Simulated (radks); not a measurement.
Cu2.5+, 26.5 electrons, occupied as [Ar] 3d(up 5, down 3.5) (fractional occupations, a model configuration). Method: scalar-relativistic Kohn-Sham, PBEsol, spin-polarised, spherical densities, finite nucleus; Fermi nuclear charge, rms radius 3.8823 fm; computed with a radial shooting solver on a logarithmic mesh with Libxc functionals.

Unscreened Slater integrals over Kohn-Sham orbitals (cm^-1). They are taken over the spin-up orbitals.

F0(3d,3d): 231370
F2(3d,3d): 106510
F4(3d,3d): 66155
F0(3d,3p): 247520
F2(3d,3p): 116480
G1(3d,3p): 143900
G3(3d,3p): 87248
F0(3d,3s): 252330
G2(3d,3s): 109130
F0(3p,3p): 267880
F2(3p,3p): 133670
F0(3p,3s): 273320
G1(3p,3s): 180760
F0(3s,3s): 279270

Derived for the open shells (J is the average intra-shell exchange parameter used in DFT+U). 3d: Racah B = F2/49 - 5 F4/441 = 1424 cm^-1, C = 35 F4/441 = 5250 cm^-1, C/B = 3.69, F4/F2 = 0.621, J = (F2 + F4)/14 = 12330 cm^-1.
